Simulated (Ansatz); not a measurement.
Br₄Zr, SMILES [Br][Zr-]([Br])([Br])[Br] (connectivity only; charge and spin as stated), charge -1, multiplicity 2.

The structure is a stationary point at B3LYP-D3(BJ)/def2-SVPD. The spin state was assumed, not searched. The def2 effective core potentials stand for the cores of Zr; spin–orbit coupling is left out.

Two levels are set side by side: PBE/def2-TZVPD (Ansatz, a quantum-chemistry and plane-wave program) and PBE0/def2-TZVPD (Ansatz). Energy differences of separate SCF runs at the same geometry; the states with an electron removed or added have multiplicity 1. Differences are taken from unrounded values.

| quantity | PBE |
|---|---|
| vertical ionisation energy (eV) | 1.84 |

Problem. These are the PBE values. What does PBE0 give? (An estimate is asked for; the answer gives what the named calculation found.)

Solution. 
```csv
quantity,PBE0,PBE minus PBE0
vertical ionisation energy (eV),2.24,-0.40
```
